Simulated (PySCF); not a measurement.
Compound: C6H9F.
Atom-mapped SMILES: `[CH3:1][C@@H:2]1[C@H:3]([F:4])[C:5]12[CH2:6][CH2:7]2` (hydrogens: H8, H9, H10 on C1; H11 on C2; H12 on C3; H13, H14 on C6; H15, H16 on C7)

The closed-shell ground state was solved at several levels (PySCF, density fitting, gas phase, non-relativistic). Geometry: PBE0-D3(BJ)/def2-SVP; no solvent, vibrations or thermal averaging.

| level | basis functions | HOMO (eV) | LUMO (eV) | gap (eV) | dipole (D) |
| --- | --- | --- | --- | --- | --- |
| PBE0/pcSseg-1 | 164 | -7.61 | 1.39 | 9.00 | 1.59 |
| B3LYP/pcJ-1 | 279 | -7.37 | 1.11 | 8.48 | 1.60 |
| B97-2/pcSseg-1 | 164 | -7.34 | 1.39 | 8.73 | 1.60 |

Question: Estimate the row for wB97X-D/def2-SVPD, a basis of 215 functions; the other rows only guide the guess.

Answer: HOMO -9.54 eV, LUMO 2.34 eV, gap 11.88 eV, dipole 1.73 D.

Question: Over all these levels, which gives the widest orbital gap and which the narrowest?

Answer: wB97X-D/def2-SVPD (range-separated hybrid) has the widest, 11.88 eV, and B3LYP/pcJ-1 (global hybrid, 20 % exact exchange) the narrowest, 8.48 eV. Functional and basis both differ between the two, so the spread mixes both effects.

Question: How far do the dipole and the HOMO energy spread over the levels?

Answer: The dipole runs from 1.59 to 1.73 D (mean 1.63 D) and the HOMO from -9.54 to -7.34 eV.
